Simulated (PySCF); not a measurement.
Radial density of Ar (argon, neutral)

M06-L, [Ar], closed-shell 1S. Computed with PySCF 2.14 in cc-pV(D+d)Z (4s3p2d, 23 functions), with no relativity, point nucleus.

```
r (bohr)  4πr²ρ (e/bohr)
 0.00119         0.06500
 0.00200          0.1791
 0.00336          0.4814
 0.00565           1.256
 0.00950           3.092
  0.0160           6.940
  0.0269           13.30
  0.0452           19.72
  0.0760           19.78
   0.128           14.72
   0.215           18.36
   0.362           19.29
   0.609           6.595
    1.02           5.289
    1.72           4.253
    2.90          0.7220
    4.87         0.01236
```
